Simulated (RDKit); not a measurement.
RDKit input (UFF):

```python
from rdkit import Chem
from rdkit.Chem import AllChem, rdDetermineBonds

mol = Chem.MolFromXYZFile('mol.xyz')
rdDetermineBonds.DetermineBonds(mol, charge=-1)
print('SMILES', Chem.MolToSmiles(Chem.RemoveHs(mol)))
ff = AllChem.UFFGetMoleculeForceField(mol)
e0 = ff.CalcEnergy()
flag = ff.Minimize(maxIts=5000, forceTol=1e-5)
print(f'energy {e0:.4f} -> {ff.CalcEnergy():.4f} kcal/mol, converged: {flag == 0}')
print(Chem.MolToXYZBlock(mol))
```
mol.xyz:
```
5

O     -1.01174800     2.26466700    -0.35369100
B     -1.21318700     1.04721000    -0.14768600
O     -2.31461300     0.20640600     0.01506800
I      0.67491600    -0.48635600     0.06621700
H     -3.09372500     0.77222800    -0.06209800
```

Output:

```
SMILES O=[B-](O)I
energy 39.6749 -> 0.0299 kcal/mol, converged: True
5

O     -0.964454    2.202329   -0.344369
B     -1.072819    0.882530   -0.123389
O     -2.409949    0.256248    0.008839
I      0.738186   -0.354333    0.042995
H     -3.249322    0.817382   -0.066267
```

The dipole moment of an ion depends on the origin.

The geometry given is a B3LYP-D3(BJ)/def2-TZVP minimum.
